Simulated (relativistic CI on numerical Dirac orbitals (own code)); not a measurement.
d7 in a ligand field

Computed with a parametric ligand-field model of a d^n configuration (Racah B and C, spin-orbit zeta, crystal field), exact diagonalisation.

Field parameters in Wybourne normalisation: D3d B²₀ = −7Dσ, B⁴₀ = −14Dq − 21Dτ, B⁴₃ = −14√(10/7) Dq; D4h B²₀ = −7Ds, B⁴₀ = 21(Dq − Dt), B⁴₄ = 21√(5/14) Dq; Oh B⁴₀ = 21Dq, B⁴₄ = √(5/14) B⁴₀. The field is a parameter set, without covalency.

Problem. Ground term and bands for B = 900, C = 4510, ζ = 0 cm⁻¹, D4h, 10Dq = 15050, Ds = -480, Dt = -720 cm⁻¹?

Solution. Ground term 4A2 with 2.03 electrons in the two orbitals of the cubic e set. Spin-allowed: 4E 2140 cm⁻¹, 4E 16558 cm⁻¹ (604 nm), 4B2 23213 cm⁻¹ (431 nm), 4A2 29517 cm⁻¹ (339 nm). Lowest spin-forbidden: 2B1 254 cm⁻¹, 2A1 5493 cm⁻¹ (1820 nm), 2B2 14411 cm⁻¹ (694 nm).

Problem. Ground term and bands for B = 820, C = 3320, ζ = 0 cm⁻¹, D4h, 10Dq = 16250, Ds = -1500, Dt = -420 cm⁻¹?

Solution. Ground term 2B1 with 1.03 electrons in the two orbitals of the cubic e set. Spin-allowed: 2A1 7710 cm⁻¹ (1297 nm), 2B2 15666 cm⁻¹ (638 nm), 2E 18454 cm⁻¹ (542 nm), 2A2 22055 cm⁻¹ (453 nm). Lowest spin-forbidden: 4E 5764 cm⁻¹ (1735 nm), 4A2 7769 cm⁻¹ (1287 nm), 4E 21635 cm⁻¹ (462 nm).

Problem. Ground term and bands for B = 460, C = 2200, ζ = 0 cm⁻¹, D4h, 10Dq = 21450, Ds = -1500, Dt = -300 cm⁻¹?

Solution. Ground term 2B1 with 1.01 electrons in the two orbitals of the cubic e set. Spin-allowed: 2A1 7353 cm⁻¹ (1360 nm), 2B2 21067 cm⁻¹ (475 nm), 2E 22352 cm⁻¹ (447 nm), 2E 25527 cm⁻¹ (392 nm). Lowest spin-forbidden: 4E 15531 cm⁻¹ (644 nm), 4A2 18395 cm⁻¹ (544 nm), 4E 36729 cm⁻¹ (272 nm).

Problem. Ground term and bands for B = 890, C = 3950, ζ = 0 cm⁻¹, D3d, 10Dq = 22450, Dσ = 460, Dτ = 190 cm⁻¹?

Solution. Ground term 2E with 1.04 electrons in the two orbitals of the cubic e set. Spin-allowed: 2E 19845 cm⁻¹ (504 nm), 2A1 20996 cm⁻¹ (476 nm), 2A2 21431 cm⁻¹ (467 nm), 2E 21520 cm⁻¹ (465 nm). Lowest spin-forbidden: 4E 3615 cm⁻¹ (2766 nm), 4A2 6083 cm⁻¹ (1644 nm), 4E 25256 cm⁻¹ (396 nm).

Problem. Ground term and bands for B = 570, C = 2520, ζ = 0 cm⁻¹, Oh, 10Dq = 16800 cm⁻¹?

Solution. Ground term 2E with 1.04 electrons in the two orbitals of the cubic e set. Spin-allowed: 2T1 15071 cm⁻¹ (664 nm), 2T2 15620 cm⁻¹ (640 nm), 2T1 18873 cm⁻¹ (530 nm), 2T2 27181 cm⁻¹ (368 nm). Lowest spin-forbidden: 4T1 4798 cm⁻¹ (2084 nm), 4T2 20409 cm⁻¹ (490 nm), 4T1 27770 cm⁻¹ (360 nm).
